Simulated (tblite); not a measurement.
Species: C₈H₁₀FN.
SMILES with atom numbers: `[N:1]#[C:2][C@@:3]1([F:4])[CH2:5][CH2:6][C:7]12[CH2:8][CH2:9][CH2:10]2` (hydrogens: H11, H12 on C5; H13, H14 on C6; H15, H16 on C8; H17, H18 on C9; H19, H20 on C10)

Computed with GFN2-xTB (tblite), gas phase: L-BFGS steps from a force-field or distance-geometry start until the largest atomic force falls under 0.01 eV/Å.

Geometry at step 3:
```
atom  x, y, z in Å
N1     -2.0930    2.6946    0.6559
C2     -1.7335    1.6074    0.6651
C3     -1.2979    0.2270    0.6502
F4     -1.4349   -0.3011    1.9286
C5     -1.8742   -0.6237   -0.5004
C6     -0.5760   -0.4097   -1.2866
C7      0.0965    0.0059    0.0321
C8      1.0481   -1.0237    0.6547
C9      2.1948   -0.1485    0.1253
C10     1.2210    1.0311    0.0215
H11    -2.0166   -1.6623   -0.2013
H12    -2.7794   -0.2548   -0.9576
H13    -0.1622   -1.2819   -1.7885
H14    -0.6315    0.4123   -2.0058
H15     0.9801   -2.0421    0.2778
H16     0.9894   -1.0465    1.7440
H17     2.5491   -0.4768   -0.8533
H18     3.0371   -0.0149    0.7868
H19     1.2700    1.6588   -0.8618
H20     1.2078    1.6596    0.9104
```

Question: What forces act on the atoms?

Answer: 
| atom | Fx (eV/Å) | Fy (eV/Å) | Fz (eV/Å) |
| --- | --- | --- | --- |
| N1 | 0.153 | -0.288 | -0.005 |
| C2 | -0.155 | 0.080 | -0.082 |
| C3 | 0.044 | -0.219 | 0.230 |
| F4 | -0.110 | 0.021 | -0.193 |
| C5 | -0.136 | 0.016 | -0.067 |
| C6 | 0.078 | -0.006 | 0.055 |
| C7 | -0.099 | 0.001 | -0.058 |
| C8 | 0.006 | 0.102 | -0.176 |
| C9 | 0.219 | -0.025 | 0.087 |
| C10 | -0.034 | -0.051 | -0.065 |
| H11 | 0.048 | 0.125 | 0.107 |
| H12 | -0.310 | 0.117 | -0.075 |
| H13 | -0.003 | -0.013 | 0.064 |
| H14 | -0.067 | -0.069 | 0.154 |
| H15 | -0.019 | 0.012 | -0.038 |
| H16 | 0.023 | 0.085 | -0.114 |
| H17 | -0.057 | 0.033 | 0.119 |
| H18 | 0.258 | 0.020 | 0.143 |
| H19 | 0.091 | 0.077 | -0.088 |
| H20 | 0.070 | -0.020 | 0.002 |

The largest, 0.34 eV/Å, acts on H12; the rms over all components is 0.114 eV/Å. The forces sum to zero within rounding, as they must for an isolated molecule in no field.

Question: Give the force on H12 in Eh/bohr and in nN.

Answer: 0.340 eV/Å ÷ 51.422 = 0.00661 Eh/bohr, and 0.340 eV/Å × 1.602 = 0.54 nN.

Question: How far is this geometry from the end of the optimisation?

Answer: 0.078 eV above it, and 0.282 Å rms away after alignment. The bonds farthest from their final lengths, with half the difference of the two atoms' forces along the bond (positive lengthens):

```csv
bond,now (Å),final (Å),force along bond (eV/Å)
C7–C10,1.522,1.534,+0.01
C3–C7,1.541,1.552,-0.02
C5–H12,1.079,1.088,+0.09
C3–F4,1.390,1.381,-0.23
C9–H18,1.079,1.087,+0.04
C6–H14,1.094,1.089,-0.05
```

The angle farthest from its final value is C6–C7–C8, 116.0° against 119.2°.

Of the 2 listed bonds off by 0.010 Å or more, this force points towards the final length in 1.

The cost below is that of the whole relaxation. On an Arm Neoverse V2 with one thread, on a shared host, this took 0.47 s of wall time.
